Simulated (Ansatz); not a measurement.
System: dichloro(dimethyl)germane, C2H6Cl2Ge, net charge 0, singlet state. 
Coordinates optimised at B3LYP-D3(BJ)/def2-TZVP (Ansatz, a first-principles code):
```xyz
11

C      1.6258    -1.2076    -0.6081
Ge    -0.0062    -0.2828    -0.0900
C     -1.6805    -1.2707    -0.1803
Cl     0.2447     0.4232     1.9539
Cl    -0.2026     1.4833    -1.3474
H      1.7747    -2.0725     0.0376
H      2.4697    -0.5287    -0.5044
H      1.5466    -1.5322    -1.6451
H     -2.4951    -0.6234     0.1379
H     -1.8557    -1.5971    -1.2049
H     -1.6276    -2.1374     0.4778
```

Wanted: vertical ionisation energy (to the doublet state of charge +1; each state is the SCF solution reached for its spin), in eV. Valence correlation only, unless marked. Open shells are spin-unrestricted. Spin-orbit coupling is left out. The frozen core is the preceding noble-gas configuration, with the filled d and f shells of earlier blocks. No relativistic terms.  The program attaches cautions to a run behind CCSD/def2-SVPD: other roots. The program attaches cautions to a run behind CCSD(T)/def2-SVPD: other roots.

```csv
level,program,vertical ionisation energy (eV)
HF/def2-TZVPPD,Ansatz,10.46
HF/def2-QZVPPD,Ansatz,10.29
SVWN5/def2-TZVPD,Ansatz,10.02
PBE/def2-TZVPD,Ansatz,9.86
r2SCAN/def2-TZVPD,Ansatz,10.09
B3LYP/def2-TZVPD,Ansatz,10.27
PBE0/def2-TZVPD,Ansatz,10.35
BHLYP/def2-TZVPD,Ansatz,10.67
CAM-B3LYP/def2-TZVPD,Ansatz,10.65
wB97M-V/def2-TZVPD,Ansatz,10.72
wB97X-V/def2-TZVPD,Ansatz,10.80
B2PLYP/def2-TZVPD,Ansatz,10.46
MP2/def2-TZVPPD,Ansatz,11.10
SCS-MP2/def2-TZVPPD,Ansatz,11.12
CCSD/def2-SVPD,Ansatz,10.86
CCSD/def2-TZVPPD,Ansatz,10.91
CCSD(T)/def2-SVPD,Ansatz,10.73
CCSD(T)/def2-TZVPPD,Ansatz,10.78
```
